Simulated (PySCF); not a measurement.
# Shapes and spin states of FeCl₂

Method: PySCF, PBE0, basis Fe def2-TZVP, Cl def2-TZVP (no relativity, density fitting).

Relaxations began from a few typed shapes and spin states; open shells are unrestricted. The search is not exhaustive: other isomers or separated fragments can lie lower, and high-lying points may rest on an excited occupation.

Task: Order these stationary points by electronic energy, lowest first, in kJ/mol from the lowest minimum.
A. broken-symmetry Ms = 0 (⟨S²⟩ 2.01) D∞h: Fe–Cl 2.114 Å (×2); Cl–Fe–Cl 180.0°
B. singlet (closed shell, unstable to spin polarisation) D∞h: Fe–Cl 2.103 Å (×2); Cl–Fe–Cl 180.0°
C. quintet D∞h: Fe–Cl 2.136 Å (×2); Cl–Fe–Cl 180.0°
D. singlet (closed shell, unstable to spin polarisation) C2v: Fe–Cl 2.071 Å (×2); Cl–Fe–Cl 170.2°
E. singlet (closed shell, unstable to spin polarisation) C2v: Fe–Cl 2.098 Å (×2); Cl–Fe–Cl 142.9°
F. broken-symmetry Ms = 1 (⟨S²⟩ 3.01) D∞h: Fe–Cl 2.117 Å (×2); Cl–Fe–Cl 180.0°

Result: C (0.0), F (138.5), A (189.4), D (355.0), E (367.7), B (370.8).

Task: Which of them are minima?

Result: By energy in kJ/mol, 0.0: minimum; 138.5: minimum; 189.4: minimum; 355.0: not settled, its softest mode being under 30 cm⁻¹; 367.7: minimum of the closed-shell surface only; 370.8: saddle point, 1 imaginary mode.

Formally Fe is in oxidation state +2, d6, with 4 unpaired electrons (the high-spin count). The Mulliken spin on Fe is 3.82. The polar-tensor charge on Fe, 1.26, is below the formal one.

For the lowest minimum: open d and f shells are described by one determinant, and the ground state may have another occupation or spin.

The electron or spin density has lower symmetry than the nuclear frame for the broken-symmetry Ms = 0 (⟨S²⟩ 2.01) D∞h at 189.4 kJ/mol, singlet (closed shell, unstable to spin polarisation) C2v at 355.0 kJ/mol, singlet (closed shell, unstable to spin polarisation) D∞h at 370.8 kJ/mol.
